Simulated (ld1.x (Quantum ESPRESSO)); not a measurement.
Ag, ultrasoft: configuration errors across variants

| Property | Result |
| --- | --- |
| Element | silver |
| Generator | ld1.x (Quantum ESPRESSO) 7.5 |
| Type | ultrasoft |
| Functional | LDA (PZ) |
| Relativity | scalar-relativistic |
| Frozen core | [Kr] |
| Valence charge | 11 |
| Reference configuration | 4d10 5s1 5p0 |
| Partial waves | 5s (bound): rcut 1.85, rcutus 2.15 bohr; 5s channel at 1.2 Ry: rcut 1.85, rcutus 2.15 bohr; 5p (bound, empty): rcut 2.70, rcutus 3.20 bohr; 5p channel at 0.6 Ry: rcut 2.70, rcutus 3.20 bohr; 4d (bound): rcut 1.40, rcutus 1.50 bohr; 4d channel at 0.65 Ry: rcut 1.40, rcutus 1.50 bohr |
| Local potential | all-electron potential smoothed inside 2.15 bohr (lloc = -1) |
| Core correction | Bessel-smoothed model core, default radius (core density twice the valence density) |
| Augmentation charge | built from norm-conserving waves at rcut, not smoothed further |

All-electron excitation energies from the reference (eV): (1) 4d10 5s0 5p0 8.102; (2) 4d9 5s0 5p0 30.485; (3) 4d8 5s0 5p0 66.919; (4) 4d9 5s1 5p0 13.379; (5) 4d7 5s0 5p0 118.846; (6) 4d10 5s0.5 5p0 3.186; (7) 4d9 5s1 5p1 8.572; (8) 4d10 5s1 5p0 spin -0.149; (9) 4d9 5s0 5p0 spin 30.325.

Spin tests fill each open shell by Hund’s rule, majority spin first.

The default core radius of the base comes out at 0.79 bohr.

The overlap operator is not positive definite (basis up to 400 Ry) in “waves 5p (bound): rcut 2.70, rcutus 4.84 bohr; 5p channel at 0.6 Ry: rcut 2.70, rcutus 4.84 bohr”. Such files are unfit for use, however small their errors in these radial tests.

2 further variants failed, have other tests or another functional or relativity, and are left out.

Errors AE − PS in meV (a dash: test not solved or not reliable):

```tsv
change	(1)	(2)	(3)	(4)	(5)	(6)	(7)	(8)	(9)	bound ghosts
base	-9.6	-42	-269	-46	-859	-2.3	-71	-0.2	-36	none
all radii but the core radius scaled by about 1.05 (s 2.26, p 3.36, d 1.58 bohr, rcut 1.94/2.82/1.46); local potential all-electron potential smoothed inside 2.26 bohr (lloc = -1)	-11	-39	-258	-47	-834	-2.6	-71	0.0	-33	none
waves 4d (bound): rcut 1.36, rcutus 1.44 bohr; 4d channel at 0.65 Ry: rcut 1.36, rcutus 1.44 bohr	-9.6	-42	-269	-46	-859	-2.3	-71	-0.2	-36	none
type RRKJ; waves now 5p (bound): rc 3.20 bohr; 4d (bound): rc 1.50 bohr; 5s (bound): rc 2.15 bohr; local potential the s channel	-13	-130	-690	-118	-1867	-2.8	-155	-0.2	-124	none
local potential all-electron potential smoothed inside 1.90 bohr (lloc = -1)	-9.5	-42	-268	–	–	–	–	–	–	none
local potential all-electron potential smoothed inside 2.30 bohr (lloc = -1)	-9.6	-42	-270	-46	-862	-2.3	-71	-0.1	-36	none
wave 4d channel at 0.65 Ry: rcut 1.40, rcutus 1.50 bohr becomes 4d channel at -0.37 Ry: rcut 1.40, rcutus 1.50 bohr	-9.6	-41	-267	-46	-857	-2.3	-71	-0.2	-35	none
augmentation PSQ, radius 1.45 bohr	-3.0	-80	-472	-51	-1458	-1.0	-49	+0.4	-83	none
waves 5p (bound): rcut 2.70, rcutus 4.84 bohr; 5p channel at 0.6 Ry: rcut 2.70, rcutus 4.84 bohr	-9.6	-42	-269	-46	-859	-2.3	-57	-0.2	-36	not determined (overlap not positive)
```

Question: Give the same row for: core correction Bessel-smoothed model core inside 0.72 bohr.

Answer: -9.6, -42, -269, -46, -859, -2.3, -71, -0.2, -37; bound ghosts: none.
